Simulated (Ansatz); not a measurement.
Consider the formal exchange of groups at a C–Sn bond: `O[CH2][SnH3]` + `O[SiH2][SiH3]` → `OC[SiH2][SiH2]O` + `[SnH4]`.

Computed with Ansatz on PBE0-D4/def2-TZVP structures; ΔE is electronic, products minus reactants. CCSD(T)/CBS is the MP2 limit (def2-TZVPP, def2-QZVPP) plus CCSD(T) − MP2 in def2-TZVPP, frozen cores. Functionals use def2-TZVPP. Elements past krypton have def2 core potentials. For Sn outer-core shells are correlated without core-valence functions, which leaves a few kJ/mol of doubt a bond. Each species was taken in one conformer, which may not be the lowest.

`O[CH2][SnH3]`:

Cartesian coordinates in Å:
```
O 0.110 1.865 0.135
C -0.416 0.747 -0.550
Sn 0.372 -1.137 0.197
H -0.178 1.831 1.051
H -0.118 0.852 -1.594
H -1.511 0.723 -0.524
H 0.223 -1.100 1.904
H -0.503 -2.476 -0.410
H 2.021 -1.306 -0.209
```

`O[SiH2][SiH3]`:

Z-matrix (Å, degrees):
```
Si
Si 1 2.347
O 1 1.654 2 112.4
H 1 1.484 2 110.6 3 117.6
H 1 1.493 2 108.5 3 -123.5
H 2 1.489 1 110.0 3 177.8
H 2 1.491 1 110.1 3 58.6
H 2 1.488 1 111.4 3 -61.5
H 3 0.958 1 117.6 2 -58.8
```

`OC[SiH2][SiH2]O`:

```xyz
13

O    -2.725   -0.586    0.297
C    -1.334   -0.650    0.560
Si   -0.463    0.757   -0.359
Si    1.857    0.604   -0.024
O     2.477   -0.805   -0.640
H    -3.161   -1.299    0.772
H    -1.115   -0.552    1.633
H    -0.898   -1.605    0.232
H    -0.960    2.074    0.126
H    -0.755    0.652   -1.818
H     2.187    0.569    1.424
H     2.525    1.797   -0.625
H     2.366   -0.956   -1.579
```

`[SnH4]`:

Cartesian coordinates in Å:
```
Sn 0.000 0.000 0.000
H -1.346 -0.578 0.870
H 0.405 1.560 0.552
H -0.382 0.066 -1.659
H 1.322 -1.048 0.237
```

| level | ΔE (kcal/mol) | difference from CCSD(T)/CBS |
| --- | --- | --- |
| BLYP-D4 | -2.9 | -0.1 |
| r2SCANh-D4 | -4.2 | -1.4 |
| PBE | -3.0 | -0.2 |
| BLYP | -2.3 | 0.5 |
| r2SCAN | -3.7 | -0.9 |
| r2SCAN0 | -4.4 | -1.6 |
| RPA@PBE/def2-TZVPP | -3.3 | -0.5 |
| MP2/def2-SVP | -4.2 | -1.4 |
| CCSD(T)/def2-SVP | -4.3 | -1.5 |
| HF/CBS(def2) | -4.9 | -2.1 |
| CCSD(T)/CBS | -2.8 | 0 |

Largest T1 diagnostic among the species: 0.013.

In def2-TZVPP, CCSD(T) changes the Hartree–Fock value by +1.4 kcal/mol (the triples alone add +0.3 kcal/mol) and MP2 by +1.8 kcal/mol. From BLYP to BHLYP (50 % exact exchange), in def2-TZVPP and without D4, ΔE moves by −2.1 kcal/mol. At CCSD(T), def2-SVP lies −1.5 kcal/mol from the extrapolated value and def2-TZVPP −0.8 kcal/mol.
